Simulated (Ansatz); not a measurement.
`CB[SiH3]` + CH₃NH₂ → `CNB[SiH3]` + CH₄ at 400 K and 1 bar (ligand exchange at a B–C bond).

Gas-phase electronic energies from Ansatz, PBE0-D4/def2-TZVP geometries. CCSD(T)/CBS is the MP2 limit (def2-TZVPP, def2-QZVPP) plus CCSD(T) − MP2 in def2-TZVPP, frozen cores. This one scheme is used for every species. Each species was taken in one conformer, which may not be the lowest.

```
    species  CCSD(T)/CBS energy (Eh)  H − E (kJ/mol)  S (J/(mol·K))
 `CB[SiH3]`               -356.10570           218.4          345.4
     CH₃NH₂                -95.75281           185.4          256.0
`CNB[SiH3]`               -411.45901           276.1          363.1
        CH₄                -40.46206           131.3          197.2
```

H − E and S are ideal-gas, rigid-rotor, harmonic terms from PBE0-D4/def2-TZVP, for one conformer and one mirror image of each species. 1 Eh = 2625.50 kJ/mol, R = 8.31446 J/(mol·K).

By hand: ΔE, ΔH, ΔS and ΔG.

ΔE = (-411.45901) + (-40.46206) − (-356.10570) − (-95.75281) = -0.06256 Eh = -164.3 kJ/mol. Δ(H − E) = 276.1 + 131.3 − 218.4 − 185.4 = 3.6, so ΔH = -160.7 kJ/mol. ΔS = 363.1 + 197.2 − 345.4 − 256.0 = -41.1 J/(mol·K). ΔG = -160.7 − 400 × (-41.1)/1000 = -144.3 kJ/mol.

By hand: the equilibrium constant, and the temperature at which ΔG would vanish if ΔH and ΔS stayed fixed.

log₁₀ K = −ΔG/(RT ln 10) = 18.8. ΔG = 0 at ΔH/ΔS = 3910 K, far beyond where these terms or the molecules hold.

ΔH outweighs TΔS. A doubt of 5 kJ/mol in ΔE shifts log₁₀ K by 0.7 here. Other conformers and mirror images would add mixing entropy, several J/(mol·K) or more a flexible species. Modes under 60 cm⁻¹, often nearly free rotors, make the harmonic entropy too high. These are equilibria of isolated gas molecules and say nothing of rates. Largest T1 diagnostic: 0.014 (customary marks: 0.02 for closed shells, 0.045 for open ones).
